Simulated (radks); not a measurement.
Problem. The mean radii <r> (bohr) of the occupied orbitals of an atom or ion are listed with their occupations. Calculated with a radial shooting solver on a logarithmic mesh with Libxc functionals: Dirac Kohn-Sham, PBE, spin-unpolarised, spherical densities, finite nucleus; Fermi nuclear charge, rms radius of each element as measured or else 0.836 A^(1/3) + 0.57 fm.

| orbital | occ. | <r> |
|---|---|---|
| 1s1/2 | 2 | 0.04149 |
| 2s1/2 | 2 | 0.1832 |
| 2p1/2 | 2 | 0.1573 |
| 2p3/2 | 4 | 0.1613 |
| 3s1/2 | 2 | 0.5299 |
| 3p1/2 | 2 | 0.5330 |
| 3p3/2 | 4 | 0.5435 |
| 3d3/2 | 4 | 0.5518 |
| 3d5/2 | 6 | 0.5557 |
| 4s1/2 | 1 | 1.495 |
| 4p1/2 | 2 | 1.707 |
| 4p3/2 | 3 | 1.737 |
| 4f5/2 | 1 | 8.533 |

Name the element and its charge. Open shells, if any, fill j = l - 1/2 first.

Solution. Z = 36, krypton, charge +1: Kr+ in [Ar] 3d10 4s1 4p5 4f1. The 1s radius gives Z: for a bare nucleus <r> = (2 gamma + 1)/(2Z) with gamma = sqrt(1 - (Z/c)^2), 0.04069 bohr for Z = 36, and screening makes it slightly larger (0.04149 here). The occupations add up to 35, and the charge is Z minus that.
